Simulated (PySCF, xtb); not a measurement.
Te(Br)(Et) (C2H5BrTe), SMILES CC[Te]Br.

Geometry optimised at B3LYP-D3(BJ)/def2-SVP. The def2 effective core potentials stand for the cores of Te; spin–orbit coupling is left out. The values are those of a single conformer.

Computed with C-PCM-ωB97X/def2-SVP (PySCF).

The values are the electrostatic part of the solvation free energy, E(continuum) − E(gas) at the gas-phase geometry, in a cavity of scaled van der Waals radii (PySCF's table); cavitation and dispersion terms are not included. In vacuum the orbital gap is 7.85 eV. The dipole moment in vacuum is 2.67 D.

Computed values in water (ε = 78.36), ethanol (ε = 24.85), 2-propanol (ε = 19.26):
```tsv
solvent	ε	ΔG(elec) (kcal/mol)	dipole (D)	gap (eV)
water	78.36	-3.6	3.78	7.97
ethanol	24.85	-3.5	3.74	7.96
2-propanol	19.26	-3.5	3.72	7.96
```

For comparison, GFN2-xTB/ALPB(water) (xtb, at the GFN2-xTB geometry, all terms of that model) gives -1.5 kcal/mol.
